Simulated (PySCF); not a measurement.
Compound: TeCl₂.
Bonds: Te1–Cl2, Te1–Cl3.

Method: PBE0-D3(BJ)/def2-SVP geometry optimisation, gas phase, def2 core potentials past Kr (PySCF); density fitting, grid level 1; the optimiser is geomeTRIC in internal coordinates, started from a GFN2-xTB structure with every atom displaced at random (about 0.03 Å).

Step 0: E = -32323.2338 eV
```
atom  x, y, z in Å  |  force x, y, z in eV/Å
Te1     0.0664   -0.0840   -1.0237   -1.638  -0.011  -0.855
Cl2     1.7134   -0.0316    0.5205    1.317   0.023   1.147
Cl3    -1.7962    0.0184    0.4834    0.321  -0.012  -0.292
```

Question: Estimate the geometry and energy of step 1. (The exact step hangs on the optimiser's Hessian estimate; all steps are aligned on step 0, rigid shifts and turns removed.)

Answer: E = -32323.3286 eV, largest force 0.183 eV/Å
```
atom  x, y, z in Å  |  force x, y, z in eV/Å
Te1     0.0135   -0.0836   -1.0320    0.108   0.014   0.147
Cl2     1.7779   -0.0312    0.5482   -0.127  -0.009  -0.128
Cl3    -1.8078    0.0176    0.4639    0.019  -0.005  -0.020
```

The energy changes by -0.0948 eV. The first-order estimate −F·Δx gives -0.2125 eV and the mean of the old and new forces, exact on a quadratic surface, -0.0970 eV. The step makes an angle of 25° with the force vector and moves no atom by more than 0.070 Å.

What follows is the cost of the whole optimisation. On Intel Xeon 6975P-C, one thread, no GPU (shared host), this took 4.5 s of wall time and 0.27 GiB of memory at its peak.
